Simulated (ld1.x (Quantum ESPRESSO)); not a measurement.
**Before and after: TM semilocal potential for Pm (Z = 61)**

promethium, norm-conserving Troullier–Martins (semilocal form), made with ld1.x (Quantum ESPRESSO) 7.5 (PBEsol, scalar-relativistic). Core [Xe], reference 4f5 5d0 6s1.5 6p0.5. Waves: 6p (bound): rc 3.10 bohr; 5d (bound, empty): rc 2.35 bohr; 4f (bound): rc 1.00 bohr; 6s (bound): rc 2.95 bohr. Local part: the s channel. Core correction: a·sin(br)/r model core inside 0.60 bohr.

All-electron outer shells of the reference configuration (PBEsol, scalar-relativistic, ld1.x):

```json
{"shell": "5s", "level (eV)": "-42.56", "outermost node (bohr)": "0.70", "outermost maximum (bohr)": "1.29"}
{"shell": "5p", "level (eV)": "-23.33", "outermost node (bohr)": "0.75", "outermost maximum (bohr)": "1.46"}
{"shell": "6s", "level (eV)": "-3.92", "outermost node (bohr)": "1.73", "outermost maximum (bohr)": "3.68"}
{"shell": "4f", "level (eV)": "-2.82", "outermost node (bohr)": "–", "outermost maximum (bohr)": "0.64"}
{"shell": "5d", "level (eV)": "-2.30", "outermost node (bohr)": "0.86", "outermost maximum (bohr)": "2.17"}
{"shell": "6p", "level (eV)": "-1.51", "outermost node (bohr)": "2.09", "outermost maximum (bohr)": "4.96"}
```

Change: wave 6s (bound): rc 2.95 bohr becomes 6s (bound): rc 3.56 bohr.

Cutoffs: the cutoffs (Ry, on a coarse ladder) from which the occupation-weighted sum of valence levels, in a spherical-Bessel basis at the reference potential, stays within 10 and 1 mRy of its value at 400 Ry; they do not see the model core or the augmentation charge, which bear on the density cutoff. Errors are all-electron minus pseudo energies relative to the spin-unpolarised reference configuration.

Task: What does the change do?

Result: Of the 7 tests that both files solve, the error grows in 2 and shrinks in 0 by more than 15 % and 0.3 meV (median size 5.1 → 6.1 meV); neither file shows a bound ghost at the reference potential, the only one tested. A semilocal file is local in each channel, so a ghost entry of none says nothing of the separable form that plane-wave codes build from it.

| quantity | base | changed |
| --- | --- | --- |
| bound ghosts | none | none |
| error for 4f5 5d0 6s2 6p0, meV [ΔE -1.19 eV] | -0.6 | -0.8 |
| error for 4f5 5d0 6s1 6p0, meV [ΔE 4.70 eV] | -2.6 | -3.4 |
| error for 4f5 5d0 6s0 6p0, meV [ΔE 15.54 eV] | -56 | -55 |
| error for 4f4 5d1 6s1 6p0, meV [ΔE 7.65 eV] | -666 | -701 |
| error for 4f5 5d0 6s1 6p1, meV [ΔE 1.22 eV] | -1.3 | -1.5 |
| error for 4f4 5d0 6s0 6p0, meV [ΔE 38.78 eV] | -1586 | -1519 |
| error for 4f5 5d0 6s0 6p2, meV [ΔE 3.72 eV] | -5.1 | -6.1 |

Base: These tests converged, but a pseudo level misses the all-electron one widely, so the file describes the atom poorly there or has found another state: 4f4 5d0 6s0 6p0: 4f by 3.4 eV (a node warning on the way). Changed file: These tests converged, but a pseudo level misses the all-electron one widely, so the file describes the atom poorly there or has found another state: 4f4 5d1 6s1 6p0: 4f by 2.0 eV; 4f4 5d0 6s0 6p0: 4f by 3.3 eV (a node warning on the way).
